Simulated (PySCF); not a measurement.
# Telling isomers of C5H10OSi3 apart by NMR

- NMR shieldings at PBE0/pcSseg-1/GIAO
- geometry from GFN2-xTB
- run in PySCF
- one averaged value for each set of equivalent atoms, non-relativistic, gas phase, one computed conformer

Chemical shifts δ = σref − σ; ¹H (31.72 ppm) and ¹³C (186.93 ppm) against TMS, all at this level. Where no couplings were computed, multiplicities follow the n + 1 count of equivalent neighbours, and m marks all less simple cases (inequivalent or close neighbours, rings, F or P nearby). Shifts are as computed. Against solution values, carbons near 30 ppm lie about +3 ppm off and those near 130 ppm about +5 ppm. Of 1211 compounds with measured shifts, 218 miss one by over three times the rms of a fit or turn the order of signals round; such compounds aren't used in these exercises.

(1) Tabulate the signals of `C#C[Si@@H](O[SiH3])[SiH2]C#CC`, `c1coc([SiH]2[SiH2]C[SiH2]2)c1`, `C#C[Si@@H](C)[Si@H](C#C)O[SiH3]` and their relative energies.

(2) What is the quickest way to tell C#C[Si@@H](O[SiH3])[SiH2]C#CC from c1coc([SiH]2[SiH2]C[SiH2]2)c1?

(3) What is the quickest way to tell C#C[Si@@H](O[SiH3])[SiH2]C#CC from C#C[Si@@H](C)[Si@H](C#C)O[SiH3]?

(4) What is the quickest way to tell c1coc([SiH]2[SiH2]C[SiH2]2)c1 from C#C[Si@@H](C)[Si@H](C#C)O[SiH3]?

Results:

(1) 
```json
{"SMILES": "C#C[Si@@H](O[SiH3])[SiH2]C#CC", "carbon types": "3×C 1×CH 1×CH3", "δC": "117.5, 104.8, 90.6, 77.1, 6.4", "δH": "5.60 (m, 1H), 5.18 (s, 3H), 4.47 (m, 1H), 4.13 (m, 1H), 2.16 (d, 1H), 2.14 (s, 3H)", "E rel. (kcal/mol)": "16.9"}
{"SMILES": "c1coc([SiH]2[SiH2]C[SiH2]2)c1", "carbon types": "1×C 3×CH 1×CH2", "δC": "155.7, 154.1, 128.9, 117.3, -10.0", "δH": "7.87 (m, 1H), 6.96 (m, 1H), 6.67 (m, 1H), 5.42 (m, 1H), 4.86 (m, 2H), 4.77 (m, 2H), 0.76 (m, 1H), 0.69 (m, 1H)", "E rel. (kcal/mol)": "0.0"}
{"SMILES": "C#C[Si@@H](C)[Si@H](C#C)O[SiH3]", "carbon types": "2×C 2×CH 1×CH3", "δC": "105.9, 104.8, 90.4, 87.9, -5.8", "δH": "5.62 (m, 1H), 5.17 (s, 3H), 4.75 (m, 1H), 2.18 (d, 1H), 2.04 (d, 1H), 0.25 (d, 3H)", "E rel. (kcal/mol)": "16.0"}
```

Energies are electronic energies at PBE0/pcSseg-1 on these geometries, without zero-point or thermal terms, each for the one conformer computed, which needn't be the lowest.

(2) Both give the same number of carbon signals, but DEPT or the intensities differ. The first has an alkyne carbon (C) at 90.6 ppm, the second an sp3 CH2 bonded to 2 Si at -10.0 ppm. Their most deshielded carbons lie at 117.5 and 155.7 ppm. In the proton spectra the most deshielded non-exchanging signals are 5.60 (m, 1H) and 7.87 (m, 1H).

(3) Both give the same number of carbon signals, but DEPT or the intensities differ. The first has an alkyne carbon (C) at 117.5 ppm, the second a methyl carbon bonded to Si (CH3) at -5.8 ppm. Their most deshielded carbons lie at 117.5 and 105.9 ppm.

(4) Both give the same number of carbon signals, but DEPT or the intensities differ. The first has a substituted aromatic carbon next to the ring oxygen (C) at 155.7 ppm, the second an alkyne carbon (C) at 90.4 ppm. Their most deshielded carbons lie at 155.7 and 105.9 ppm. In the proton spectra the most deshielded non-exchanging signals are 7.87 (m, 1H) and 5.62 (m, 1H).
